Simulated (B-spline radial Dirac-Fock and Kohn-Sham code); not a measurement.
Photoelectron lines of Br⁻ at 239 eV

System: Br⁻, configuration [Ar] 3d10 4s2 4p6, inside a Watson sphere of charge +1 and radius 2.352 Å (a model of the Madelung potential; inside it an electron's potential energy is lowered by 6.1 eV).

Input of the calculation (task.json; shells as n, l, electrons):

```json
{"items": [{
  "Z": 35,
  "q": -1,
  "cfg": [[1, 0, 2], [2, 0, 2], [2, 1, 6], [3, 0, 2], [3, 1, 6], [3, 2, 10], [4, 0, 2], [4, 1, 6]],
  "A": 79,
  "rrms": 4.1629,
  "watson": [1, 2.352],
  "do": ["binding", "quiet", "photo"],
  "hv": [43.3, 100, 239.0, 400, 599.0, 1210.0, 2000, 6000, 12000, 16300.0, 19800.0, 20500.0, 30000, 71800.0, 100000, 150000]
}]}
```

Run with: `python xray_run.py task.json out`

Method: the independent-particle Dirac-Slater model, thresholds from Dirac-Fock. Computed with a radial atomic solver. The asymmetry parameter β is from the dipole term alone. Kinetic energies are from the vacuum level.

The last column is dσ/dΩ = σ/(4π) · [1 + β P₂(cos θ)] at θ = 90° from the polarisation vector of linearly polarised light.

| subshell | electrons | binding (eV) | kinetic (eV) | σ (kb) | β | dσ/dΩ (kb/sr) |
| --- | --- | --- | --- | --- | --- | --- |
| 3p1/2 | 2 | 196.6 | 42.44 | 196 | -0.14 | 16.7 |
| 3p3/2 | 4 | 189.7 | 49.34 | 464 | 0.02 | 36.6 |
| 3d3/2 | 4 | 73.05 | 166.0 | 1770 | 0.79 | 85.3 |
| 3d5/2 | 6 | 72.02 | 167.0 | 2640 | 0.81 | 125 |
| 4s | 2 | 23.63 | 215.4 | 47.4 | 2.00 | ≈ 0 |
| 4p1/2 | 2 | 8.80 | 230.2 | 29.8 | 1.38 | 0.737 |
| 4p3/2 | 4 | 8.35 | 230.7 | 61.4 | 1.37 | 1.54 |

Branching ratios of the spin-orbit partners (statistical value in brackets): 3p 2.36 (2.00), 3d 1.49 (1.50), 4p 2.06 (2.00).
